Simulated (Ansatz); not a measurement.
FGa, charge +1, doublet, geometry from GFN2-xTB (such geometries of metal compounds can be far from the true shape) (a state made from the parent by changing its charge; the spin is typed, not shown lowest); B3LYP/6-31G** in Ansatz (a quantum-chemistry and plane-wave program).

Input for Ansatz:
Ansatz 0.2 input:
```yaml
crystal:
  periodic: [false, false, false]
  atoms:
    - {symbol: Ga, position_ang: [-0.00000000, -0.00000000, -0.41893312]}
    - {symbol: F, position_ang: [0.00000000, 0.00000000, 1.44299185]}
basis:
  gaussian:
    orbitals: 6-31G__.json
hamiltonian:
  xc: b3lyp
total_charge: 1
magnetization: {spin_polarized: true, initial_magnetization: 1}
```
The basis file holds 6-31G** in the JSON format of the Basis Set Exchange.

### Question
Predict the main parts of the log of this Ansatz run.

### Answer

```
Functional definition: B3LYP
436 factors; integrals over basis functions are off by at most 7.3e-4 eV
mean field evaluation 1: about -55060.0792 eV, gradient 7.3e1 eV
mean field evaluation 2: about -54779.9176 eV, gradient 1.6e2 eV
mean field evaluation 4: about -55079.0018 eV, gradient 1.1e1 eV
mean field evaluation 8: about -55079.5433 eV, gradient 3.8e-1 eV
mean field evaluation 16: about -55079.5446 eV, gradient 1.4e-5 eV
mean field -55079.54464558 eV, -2024.1359314686 hartree, gradient 1.4e-5 eV, S^2 0.756862; 1 other end points of the search recorded, 0 dependent functions left out
reference -55079.54485063 eV, -2024.1359390042 hartree; 20, 19 occupied and 30, 31 virtual orbitals, 436 factors
Total energy: -55079.54485063 eV, -2024.1359390042 hartree
```
